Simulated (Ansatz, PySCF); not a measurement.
Species: SnCl3, net charge -1, singlet state. It need not be the lowest isomer of its formula. 
Structure (B3LYP-D3(BJ)/def2-TZVP (Ansatz, a first-principles code) minimum search):
SMILES: [Cl][Sn-]([Cl])[Cl]
```xyz
4

Sn     0.0060     0.0016     0.6229
Cl    -1.9209    -1.0366    -0.5894
Cl     0.0553     2.1744    -0.6170
Cl     1.8479    -1.1427    -0.6256
```
Charge -1, spin multiplicity 1.

Total electronic energies in hartree. Cores are frozen in the correlated levels unless marked. No spin-orbit coupling. The frozen core is the preceding noble-gas configuration, with the filled d and f shells of earlier blocks. In def2 rows, elements after Kr have scalar-relativistic effective core potentials. STO-3G rows are all-electron and non-relativistic. CBS marks a two-point X^-3 extrapolation of the correlation energy; Hartree-Fock from the larger set. The bracket is a focal-point correction in the basis named.

```csv
level,program,energy (Eh)
PBE/def2-TZVPD,Ansatz,-1594.65261
PBE0/STO-3G,Ansatz,-7330.39906
PBE0/def2-SVP,Ansatz,-1594.26653
PBE0/def2-TZVP,Ansatz,-1594.76033
TPSSh-D3(BJ)/def2-TZVPD,PySCF + dftd3,-1595.18942
HSE06-D3(BJ)/def2-TZVPD,Ansatz + dftd3,-1594.74633
wB97M-V/def2-TZVPD,Ansatz,-1595.10317
"RI-MP2/CBS(def2-TZVPPD,def2-QZVPPD)+[CCSD(T)-MP2]/def2-QZVPPD",Ansatz,-1593.0455
"CCSD(T)/CBS(def2-TZVPPD,def2-QZVPPD)",Ansatz,-1593.0469
```

Totals of different functionals don't rank their quality; only differences between species are comparable.
